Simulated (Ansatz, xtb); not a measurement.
# Relative energy of two isomers of ClFHOSi2

Structure X is `F[SiH]O[Si]Cl`, a doublet and structure Y is `F[Si]O[SiH]Cl`, a doublet. Both are isolated molecules in the gas phase, relaxed with PBE0-D3(BJ)/def2-SVP, each in the lowest conformer that the search found.

Quicker runs give these differences E(Y) − E(X): GFN2-xTB −0.032 eV; HF/STO-3G +0.050 eV (at GFN2-xTB geometries); r2SCAN-D4/def2-SVP −0.095 eV (at GFN2-xTB geometries).

Problem. Estimate E(Y) − E(X) at the level CCSD(T)/def2-SVP.

Solution. Calculated at CCSD(T)/def2-SVP: E(Y) − E(X) = −0.119 eV, so structure Y lies lower.

How the difference moves with the method:

```
               level              geometry  E(Y) − E(X) (eV)  departure from the last row (eV)  job, with rough time for the two
            GFN2-xTB              GFN2-xTB              −0.032                            +0.087               optimisation, 0.3 s
           HF/STO-3G              GFN2-xTB              +0.050                            +0.169              single point, 0.46 s
  r2SCAN-D4/def2-SVP              GFN2-xTB              −0.095                            +0.024               single point, 3.3 s
PBE0-D3(BJ)/def2-SVP  PBE0-D3(BJ)/def2-SVP              −0.087                            +0.032             optimisation, 1.7 min
         HF/def2-SVP  PBE0-D3(BJ)/def2-SVP              −0.103                            +0.016           part of the CCSD(T) run
        MP2/def2-SVP  PBE0-D3(BJ)/def2-SVP              −0.120                            −0.002           part of the CCSD(T) run
    CCSD(T)/def2-SVP  PBE0-D3(BJ)/def2-SVP              −0.119                                                  single point, 15 s
```

As drawn, both hold the same kinds of bond in the same numbers.

HF/STO-3G puts the two in the other order. The largest departure from CCSD(T)/def2-SVP is that of HF/STO-3G, 0.169 eV.

With harmonic frequencies from PBE0-D3(BJ)/def2-SVP (ideal gas, rigid rotor, one conformer each, 298.15 K, 1 atm): on the last row, ΔE + ΔZPE = −0.124 eV. A mode under 50 cm⁻¹ makes harmonic enthalpies and free energies unreliable, so none is given.

Open shells are spin-unrestricted. The correlated steps freeze 17 core orbitals. Codes used: Ansatz 0.2.0, xtb 6.7.1; the last row on 2 threads of Intel(R) Xeon(R) 6975P-C (Granite Rapids) on a shared host.
